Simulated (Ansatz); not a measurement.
Two members of one family (LnCl3), computed with Ansatz in the gas phase; def2 core potentials for Ce, Gd, no spin–orbit coupling. The two geometries come from different levels. HOMO and LUMO are taken over both spins. With an open 4f shell the SCF may have ended above the lowest state. The structures are stationary points that may keep the symmetry of their start.

First: CeCl3 (doublet, charge 0, r2SCAN-D4/def2-SVP geometry).

```xyz
4

Ce    0.491    0.167    0.104
Cl   -1.069    1.903    1.091
Cl    0.262   -2.095    1.224
Cl    0.316    0.024   -2.420
```

| level | HOMO (eV) | LUMO (eV) | gap (eV) |
| --- | --- | --- | --- |
| PBE-D4/def2-TZVP | -4.91 | -4.36 | 0.55 |
| r2SCAN-D4/def2-TZVP | -5.16 | -3.97 | 1.19 |
| B97M-V/def2-TZVP | -5.25 | -3.60 | 1.65 |
| PBE0-D4/def2-SVP | -7.78 | -2.48 | 5.30 |
| LC-ωPBE/def2-TZVP | -11.09 | -0.73 | 10.36 |

Metal–donor distances: 3 × Cl 2.53 Å.

Second: GdCl3 (octet, charge 0, PBE-D4/def2-SVP geometry).

```xyz
4

Gd    0.268    0.317    0.190
Cl   -1.942    1.379    0.071
Cl    0.382   -1.585    1.738
Cl    1.293   -0.111   -1.999
```

Problem. Estimate the same table for the second.

Solution. 
```tsv
level	HOMO (eV)	LUMO (eV)	gap (eV)
PBE-D4/def2-TZVP	-7.56	-5.05	2.51
r2SCAN-D4/def2-TZVP	-7.91	-3.51	4.40
B97M-V/def2-TZVP	-7.95	-3.78	4.17
PBE0-D4/def2-SVP	-8.68	-2.92	5.76
LC-ωPBE/def2-TZVP	-11.70	-1.05	10.65
```

Metal–donor distances: 3 × Cl 2.45 Å.
